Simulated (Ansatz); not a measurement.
Reaction (atomization): `CC([SiH3])(Cl)Cl` → 2 C• + 2 Cl• + 6 H• + Si•

Calculated with Ansatz (gas phase, PBE0-D4/def2-TZVP geometries, no zero-point term in ΔE). CBS: MP2 limit from def2 TZ/QZ plus the TZ coupled-cluster correction, frozen cores. This one scheme is used for every species, atoms too. DFT in def2-TZVPP. HSE06 is defined as in plane-wave codes. No spin–orbit coupling; open shells (•) take unrestricted orbitals. Spin–orbit coupling would lower the free atoms: a little for C, Cl, Si.

```csv
level,ΔE (kcal/mol)
LDA (SPW92),1000.2
revPBE-D4,872.1
ωB97X-V,880.8
PBE,882.5
r2SCANh,873.7
r2SCAN0,867.6
HSE06,874.0
CCSD/CBS(def2),864.1
```

Question: What does CCSD(T)/CBS give? (Estimate.)

Answer: The calculation gave: +877.9 kcal/mol. The listed levels differ from it by 122.3, -5.8, 2.9, 4.6, -4.2, -10.3, -3.9, -13.8 kcal/mol.

Largest T1 diagnostic among the species: 0.012.

From BLYP to BHLYP (50 % exact exchange), in def2-TZVPP and without D4, ΔE moves by −7.3 kcal/mol: exact exchange takes away binding that semilocal exchange gives to molecules. In def2-TZVPP, CCSD(T) changes the Hartree–Fock value by +209.4 kcal/mol (the triples alone add +13.8 kcal/mol) and MP2 by +221.9 kcal/mol; breaking electron pairs costs correlation energy, which Hartree–Fock lacks.

For atomizations the MP2-based limit and the directly extrapolated one differ by several kJ/mol either way, and by 10 to 25 for some Ge, Se and Sn compounds, so smaller differences from it don't rank the levels.
